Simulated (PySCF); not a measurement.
A structure optimised at PBE0-D3(BJ)/def2-SVP, used in a PySCF frequency run:

```xyz
8

Ga     0.0113    -0.0009     0.0000
F     -1.5635     0.7894     0.0000
C      0.1968    -1.9280     0.0000
H     -0.2919    -2.3495     0.8904
H      1.2583    -2.2096     0.0000
H     -0.2919    -2.3495    -0.8904
O      1.3507     1.1645     0.0000
H      1.0616     2.0835     0.0000
```

Task: Write its SMILES, formula and point group.

Result: [CH3][Ga]([OH])[F], CH₄FGaO, Cs

Task: What are its rotational constants (standard atomic weights)?

Result: 6.2904, 5.0471, 2.8508 GHz
